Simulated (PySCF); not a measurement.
Zn(OH)2 cation (H2O2Zn), SMILES [OH][Zn][OH] (connectivity only; charge and spin as stated), charge +1, multiplicity 2.

Geometry optimised at B3LYP-D3(BJ)/def2-TZVP. The multiplicity is an assumed one; other spin states were not compared. The isomer is the one that the SMILES or the coordinates give; other isomers of the formula were not compared. One conformer was computed; it need not be the lowest.

All values below come from B3LYP-D3(BJ)/def2-TZVP (PySCF).

Frequencies are harmonic and unscaled.

Computed harmonic wavenumbers and intensities:
| mode | ν (cm⁻¹) | IR (km/mol) | moving atoms (share of kinetic energy) |
|---|---|---|---|
| 1 | 141 | 10.5 | O 41 %, Zn 30 %, H 29 % |
| 2 | 143 | 1.0 | O 56 %, Zn 33 %, H 11 % |
| 3 | 446 | 0.0 | H 90 %, O 10 % |
| 4 | 547 | 1.9 | O 98 % |
| 5 | 621 | 316.8 | O 61 %, Zn 34 % |
| 6 | 683 | 306.0 | H 89 %, O 11 % |
| 7 | 727 | 81.2 | H 91 %, O 8 % |
| 8 | 3685 | 1440.1 | H 94 % |
| 9 | 3705 | 139.1 | H 94 % |
